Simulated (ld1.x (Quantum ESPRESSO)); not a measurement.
# Configuration tests for Tl (TM semilocal)

```json
{
  "Element": "thallium",
  "Generator": "ld1.x (Quantum ESPRESSO) 7.5",
  "Type": "norm-conserving Troullier–Martins (semilocal form)",
  "Functional": "PBE",
  "Relativity": "scalar-relativistic",
  "Frozen core": "[Xe] 4f14 5d10",
  "Valence charge": "3",
  "Reference configuration": "6s2 6p1",
  "Partial waves": "6s (bound): rc 2.10 bohr; 6p (bound): rc 2.50 bohr",
  "Local potential": "the p channel",
  "Core correction": "none"
}
```

Energies are relative to the spin-unpolarised reference configuration 6s2 6p1; without spin polarisation the order of configurations can differ from experiment. The frozen-core shift is the all-electron ΔE with the core orbitals held at their reference shape minus the fully relaxed ΔE.

| valence configuration | charge | ΔE all-electron (eV) | error AE − PS (meV) | frozen-core shift (meV) |
| --- | --- | --- | --- | --- |
| 6s1 6p0 | +2 | 25.947 | +106 | +426 |
| 6s2 6p1.3 | -0.3 | -0.494 | +2.1 | +0.4 |
| 6s0 6p3 | 0 | 15.210 | +190 | +194 |
| 6s1 6p2 | 0 | 7.403 | +35 | +51 |
| 6s1 6p1 | +1 | 13.444 | -7.9 | +142 |

Q: What are ΔE and the potential's error for 6s2 6p0?

A: ΔE = 5.167 eV all-electron; the error (AE − PS) is +48 meV.

Q: What are ΔE and the potential's error for 6s2 6p0.5?

A: ΔE = 1.853 eV all-electron; the error (AE − PS) is +8.7 meV.

Levels in the configuration 6s0 6p3:

```
level  all-electron (eV)  pseudo (eV)
   6p             -3.878       -3.938
```
